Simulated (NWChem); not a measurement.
Species: SiHBr, singlet; SMILES [SiH]Br

Program: NWChem. Low-valent species are run as closed-shell singlets; no triplet was tried in these runs. Coordinates come from a PBE-D3(BJ)/def2-SVP optimisation. Vertical excitations in the gas phase; the lowest state need not have the same character in each row.

For level BHandHLYP/def2-SVP, TDA:

```yaml
lowest excitation, singlet (eV): 2.82
lowest state with f > 0.02, singlet (eV): 2.82
lowest triplet (eV): 1.49
orbital gap (eV): 5.78
```

### Question
Estimate the same quantities for level LRC-wPBEh/def2-SVP, TDA.

### Answer
* **lowest excitation, singlet (eV)**: 2.65
* **lowest state with f > 0.02, singlet (eV)**: 2.65
* **lowest triplet (eV)**: 1.35
* **orbital gap (eV)**: 7.33
